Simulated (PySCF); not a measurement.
# Dipole response of Ru(25+) (ruthenium, charge +25)

[Ar] 3d1, 2D determinant. Calculation: PySCF 2.14, in an even-tempered Gaussian basis (17 s from 2.9 bohr⁻², ratio 2.5; 11 p from 3.8 bohr⁻², ratio 2.5; 8 d from 3.8 bohr⁻², ratio 2.5; 4 f from 13 bohr⁻², ratio 2.7; 3 g from 20 bohr⁻², ratio 2.7); the non-relativistic Hamiltonian (point nucleus). Coupled (time-dependent) response in atomic units; α is the mean over directions.

```csv
method,mean α (bohr³),"α xx, yy, zz",C₆ (like pair),S(−4)
UHF,0.03890,"0.03792, 0.03792, 0.04087",0.009344,0.0008966
PBE0,0.03873,"0.03777, 0.03777, 0.04066",0.009306,0.0008868
```

S(−4) is the Cauchy moment in α(ω) = α(0) + S(−4) ω² + …

Spin-orbit coupling is absent.

α(iu) at UHF:

| u (hartree) | α(iu) (bohr³) |
| --- | --- |
| 0 | 0.03890 |
| 0.800 | 0.03834 |
| 1.60 | 0.03676 |
| 3.20 | 0.03177 |
| 4.80 | 0.02633 |
| 6.40 | 0.02173 |
| 8.00 | 0.01818 |
| 12.0 | 0.01268 |
| 16.0 | 0.009714 |
| 24.0 | 0.006568 |
| 40.0 | 0.003744 |

A single London oscillator, α(iu) = α/(1 + u²/ω²), gives C₆ = (3/4) ω α². Matching the computed C₆ needs ω = 4 × 0.009344 / (3 × 0.03890²) = 8.23 hartree.

For an ion, C₆ is the dispersion term alone; charge-induced terms of lower order in 1/R come first.

The components differ because the open shell of this determinant is not spherical; for a pure term their mean is the scalar polarisability.

A non-relativistic calculation at this Z misses sizeable relativistic shifts. Spin-orbit coupling, absent here, splits the open shell strongly.
